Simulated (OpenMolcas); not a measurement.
**Cl2+: effect of the active space**

* Program: OpenMolcas
* Method: CASSCF or its RAS form
* Basis: ANO-R2
* Scalar Hamiltonian: X2C, finite nucleus
* Spin-orbit coupling: RASSI with atomic mean-field integrals over the reference wave functions, term energies averaged over their components

A. 3 electrons in 3 orbitals (3p); 2S+1 = 4 odd, 1 root; 2S+1 = 2 odd, 8 roots; cost about 2.6 core-seconds
B. 5 electrons in 4 orbitals (3s 3p); 2S+1 = 4 odd, 1 root; 2S+1 = 2 odd, 11 roots; 2S+1 = 4 even, 3 roots; 2S+1 = 2 even, 9 roots; cost roughly 11 core-seconds
C. 5 electrons in 8 orbitals (3s 3p 4s 4p); 2S+1 = 4 odd, 1 root; 2S+1 = 2 odd, 8 roots; 2S+1 = 4 even, 3 roots; 2S+1 = 2 even, 9 roots; cost roughly 25 core-seconds
D. 5 electrons in 9 orbitals (RAS2 3s 3p; RAS3 3d, at most 2 electrons); 2S+1 = 4 odd, 1 root; 2S+1 = 2 odd, 11 roots; 2S+1 = 4 even, 3 roots; 2S+1 = 2 even, 9 roots; cost about 26 core-seconds

Energies in cm-1 above 3s2 3p3 4S* 3/2, the measured ground level; measured values from Moore, Atomic Energy Levels, vol. I, NSRDS-NBS 35 (1971 reprint of NBS Circular 467, 1949).

```tsv
Level	A	B	C	D	Measured
3s2 3p3 4S* 3/2	0.0	0.0	0.0	0.0	0.0
3s2 3p3 2D* 3/2	22719	22694	22425	21820	18053
3s2 3p3 2D* 5/2	22762	22769	22517	21870	18120
3s2 3p3 2P* 1/2	37787	31395	30859	33989	29812
3s2 3p3 2P* 3/2	37845	31460	30947	34037	29907
```

Deviations, from unrounded energies. A percentage is the sum of absolute deviations over the sum of measured energies, with the sign that they share, or ± where signs differ.

| Against measurement | Levels | A | B | C | D |
| --- | --- | --- | --- | --- | --- |
| mean absolute deviation (cm-1) | 4 | 6300 | 3100 | 2700 | 4000 |
| other terms of the ground configuration (%) | 4 | +26.3 | +13.0 | +11.3 | +16.5 |

C lies closest to measurement on these levels and A furthest from it. The largest miss of C in the table is 3s2 3p3 2D* 5/2, by +4400 cm-1. The ranking rests on the paired levels alone, and a cruder setting can come out closer through cancelling errors.

Among A to D the level of the table that moves most is 3s2 3p3 2P* 1/2, by 6900 cm-1 (lowest in C, highest in A).

With the s shell closed, the reference lacks s² → p² mixing (holds for A). Active for correlation alone: 4p 4s; no level in the range computed is led by a configuration that fills them, so any true level of that kind is missing (holds for C). The run also gave levels led by 3s2 3p2 3d, which use shells meant for correlation; these and all levels above them are left out (holds for D). Computed and measured levels are paired by configuration, term and J; levels that our copy of the source lacks, or whose pairing is in doubt (as where it misses far off the trend of its configuration), stay unpaired and out of the deviations. Levels of configurations outside the active space are missing. The table leaves out levels that lie high or whose names do not pair safely across all columns.

* marks odd parity.
